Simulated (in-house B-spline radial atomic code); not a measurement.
A fraction x of an electron is removed from 3d in Cs⁺, starting from [Kr] 4d10 5s2 5p6 and keeping the highest spin. Computed with a radial B-spline atomic code at the basis-set limit: scalar-relativistic (X2C) AM05, spin-polarised, spherical fractional occupations, Fermi nucleus of rms radius 4.8041 fm.

| x | E(x) - E(0) (eV) | 3d down level (eV) |
| --- | --- | --- |
| 0 | 0.0000 | -712.544 |
| 0.1 | 71.5036 | -717.532 |
| 0.18 | 129.0665 | -721.541 |
| 0.36 | 259.7599 | -730.621 |
| 0.43 | 311.0276 | -734.174 |
| 0.5 | 362.5445 | -737.739 |
| 0.54 | 392.0949 | -739.781 |
| 0.63 | ? | ? |
| 0.75 | 548.5797 | -750.567 |
| 0.96 | ? | ? |
| 1 | 737.8405 | -763.543 |

Problem. What belongs in the row x = 0.63?

Solution. An energy change of 458.8826 eV; 3d down at -744.391 eV.

Problem. What belongs in the row x = 0.96?

Solution. An energy change of 707.3405 eV; 3d down at -761.457 eV.

Problem. Check Janak's theorem between x = 0.1 and 0.18.

Solution. The slope of the energy is 719.54 eV; the orbital levels give 719.54 eV (-ε of the emptying orbital, averaged over the two points).
